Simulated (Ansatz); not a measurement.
Ansatz (a first-principles code) input (CCSD(T)/aug-cc-pV(D+d)Z):
A basis named .json is the Basis Set Exchange file of that set.

Ansatz 0.2 input:
```yaml
crystal:
  periodic: [false, false, false]
  atoms:
    - {symbol: B, position_ang: [0.66708160, -0.59224179, 0.53641715]}
    - {symbol: Cl, position_ang: [0.97092648, 0.35578601, -1.11165880]}
    - {symbol: Cl, position_ang: [-1.16712696, -0.18159724, 0.95388905]}
basis:
  gaussian:
    orbitals: aug-cc-pV_D+d_Z.json
total_charge: -1
magnetization: {spin_polarized: false}
correlation: {method: ccsd_t, electrons: outside_noble_gas}
output: {forces: true}
```

End of the output:

```
mean field evaluation 1: about -25679.4340 eV, gradient 1.2e1 eV
mean field evaluation 2: about -25679.5095 eV, gradient 1.3e1 eV
mean field evaluation 4: about -25680.2112 eV, gradient 1.9e0 eV
mean field evaluation 8: about -25680.2659 eV, gradient 2.5e-1 eV
mean field evaluation 16: about -25679.4331 eV, gradient 1.2e1 eV
mean field -25680.26673315 eV, -943.7323957332 hartree, gradient 2.6e-6 eV, S^2 0.000000; 0 other end points of the search recorded, 0 dependent functions left out; unrestricted orbitals would lower it
11 core orbitals not correlated
reference -25680.26673315 eV, -943.7323957332 hartree; 9, 9 occupied and 67, 67 virtual orbitals, 830 factors
densities: 0.32 GiB planned
second order -10.61745034 eV of doubles, -0.00000000 eV of singles
coupled cluster: 0.24 GiB planned
cycle   1  -11.21873960 eV  change   -6.0e-1 eV  update   8.8e-2
cycle   2  -11.50265572 eV  change   -2.8e-1 eV  update   3.2e-2
cycle   3  -11.57972779 eV  change   -7.7e-2 eV  update   1.7e-2
cycle   4  -11.57515837 eV  change    4.6e-3 eV  update   6.0e-3
cycle   5  -11.57386581 eV  change    1.3e-3 eV  update   2.3e-3
cycle   6  -11.57452800 eV  change   -6.6e-4 eV  update   8.9e-4
cycle   7  -11.57474086 eV  change   -2.1e-4 eV  update   3.7e-4
cycle   8  -11.57480156 eV  change   -6.1e-5 eV  update   1.4e-4
cycle   9  -11.57481033 eV  change   -8.8e-6 eV  update   5.0e-5
cycle  10  -11.57479337 eV  change    1.7e-5 eV  update   1.8e-5
cycle  11  -11.57479626 eV  change   -2.9e-6 eV  update   6.8e-6
cycle  12  -11.57479882 eV  change   -2.6e-6 eV  update   2.3e-6
perturbative correction -0.44165789 eV, -0.0162306279 hartree
the calculation of the forces begins
Total energy: -25692.28318985 eV, -944.1739923721 hartree
Atom 0 at     0.667082    -0.592242     0.536417 Å, force     0.086781    -0.077045     0.069783 eV/Å
Atom 1 at     0.970926     0.355786    -1.111659 Å, force     0.050053     0.062009    -0.125166 eV/Å
Atom 2 at    -1.167127    -0.181597     0.953889 Å, force    -0.136834     0.015036     0.055383 eV/Å
Dipole moment:    -0.382709     0.339773    -0.307746 e Å
```
